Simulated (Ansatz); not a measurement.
Several settings on one geometry of Cd6CuTe6Cl2 (that of the charge 0 doublet, PBE-D4/def2-SVP). Ansatz on 2 threads of AMD EPYC 7R13 on a shared host and a share (18 GiB) of an NVIDIA H100 80GB HBM3; times are rough.

```xyz
15

Cd    1.165   -3.424   -0.182
Cd   -1.770    2.765   -1.900
Cd   -0.599   -0.142   -1.441
Cu   -1.473   -0.491    1.352
Cd    0.934   -1.198    2.549
Cd   -0.363    2.167    1.257
Cd    2.892   -0.750   -0.241
Te   -3.133    0.975   -0.045
Te   -1.420   -2.560   -0.262
Te    3.086   -2.702    1.800
Te   -1.582    4.468    0.197
Te    1.616    1.575   -0.803
Te   -0.703    0.644    3.601
Cl   -1.219    1.168   -3.720
Cl    2.569   -2.494   -2.163
```

Totals from different functionals, basis sets or treatments of relativity can't be compared as stabilities.

In the def2 sets Cd, Te take a core potential; there is no spin–orbit coupling.

The spins typed aren't always the lowest for that charge.

**Question.** Give the basis size and estimate the energy, ⟨S²⟩, dipole and time of these runs.

```tsv
run	method	charge	state	further keys
1	UKS r2SCAN/def2-SVP	0	doublet	fitting: {mean_field: def2-universal-jkfit}; accuracy: high; forces asked
2	RKS ωB97X/def2-TZVP	-1	singlet	fitting: {mean_field: def2-universal-jkfit}; scf: {omitted_lower_state_checks: [starts]}
3	UKS ωB97X/def2-SVP	0	quartet	fitting: {mean_field: def2-universal-jkfit}; scf: {omitted_lower_state_checks: [starts]}
4	UKS PBEsol/def2-TZVP	0	doublet	fitting: {mean_field: def2-universal-jkfit}; point_charges: [{charge: 0.50, position_ang: [6.980, -0.912, -0.998]}]; pseudopotentials: {relativity: none}; scf: {omitted_lower_state_checks: [starts]}; forces asked
```

**Answer.** 
```
run  functions  energy (Eh)  ⟨S²⟩  dipole (D)  wall time
  1        409   -5176.4891  0.76        4.20       31 s
  2        659   -5176.9229     –           –       16 s
  3        409   -5175.8714  3.78           –       28 s
  4        659   -5170.3090  0.75        3.48       12 s
```

The highest occupied level of an anion often lies above zero with these methods, and sets without diffuse functions describe the outer electron poorly.
